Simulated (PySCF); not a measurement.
Structure with atom numbers: `[CH2:1]=[CH:2][Si@@H:3]1[SiH2:4][SiH2:5][Si@H:6]1[CH3:7]`; H(Xn) means a hydrogen on atom n. Ha(Si4), Ha(Si5) are cis to C2 on the ring; Ha(C1) is cis to Si3; Hb(Si4), Hb(Si5) are trans to C2 on the ring; Hb(C1) is trans to Si3.

[PySCF 2.14.0 with density-fitted response routines: GFN2-xTB structure; NMR shieldings at PBE0/pcSseg-1/GIAO; no solvent; one computed conformer; equivalent nuclei averaged; non-relativistic Hamiltonian]

Task: Predict the 2D correlation tables (HSQC, COSY, HMBC).

Result: 

HSQC (one-bond C–H):
```csv
δH,δC
6.49 (H(C2)),140.3 (C2)
6.29 (Hb(C1)),140.5 (C1)
6.17 (Ha(C1)),140.5 (C1)
0.41 (H(C7)),-6.1 (C7)
```

COSY cross peaks (H two or three bonds apart, from the bond graph; peaks can be absent where the dihedral angle is near 90°):
```csv
δH,δH
6.49 (H(C2)),6.29 (Hb(C1))
6.49 (H(C2)),6.17 (Ha(C1))
6.49 (H(C2)),4.90 (H(Si3))
6.29 (Hb(C1)),6.17 (Ha(C1))
4.90 (H(Si3)),4.84 (H(Si6))
4.90 (H(Si3)),4.14 (Hb(Si4))
4.90 (H(Si3)),4.04 (Ha(Si4))
4.84 (H(Si6)),4.16 (Ha(Si5))
4.84 (H(Si6)),3.95 (Hb(Si5))
4.84 (H(Si6)),0.41 (H(C7))
4.16 (Ha(Si5)),4.14 (Hb(Si4))
4.16 (Ha(Si5)),4.04 (Ha(Si4))
4.16 (Ha(Si5)),3.95 (Hb(Si5))
4.14 (Hb(Si4)),4.04 (Ha(Si4))
4.14 (Hb(Si4)),3.95 (Hb(Si5))
4.04 (Ha(Si4)),3.95 (Hb(Si5))
```

HMBC (two and three bonds, from the bond graph):
```csv
δH,δC
6.49 (H(C2)),140.5 (C1)
6.29 (Hb(C1)),140.3 (C2)
6.17 (Ha(C1)),140.3 (C2)
4.90 (H(Si3)),"140.5 (C1), 140.3 (C2), -6.1 (C7)"
4.84 (H(Si6)),"140.3 (C2), -6.1 (C7)"
4.16 (Ha(Si5)),-6.1 (C7)
4.14 (Hb(Si4)),140.3 (C2)
4.04 (Ha(Si4)),140.3 (C2)
3.95 (Hb(Si5)),-6.1 (C7)
```

Chemical shifts δ = σref − σ; TMS for ¹H and ¹³C, all at this level.

Short H···H contacts in this conformer between protons four or more bonds apart (candidates for NOE cross peaks, intensity ∝ r⁻⁶): Ha(C1)···H(Si3) 2.69 Å.

Shifts are as computed. Against solution values, carbons near 30 ppm lie about +3 ppm off and those near 130 ppm about +5 ppm. Of 1211 compounds with measured shifts, 218 miss one by over three times the rms of a fit or turn the order of signals round; such compounds aren't used in these exercises.
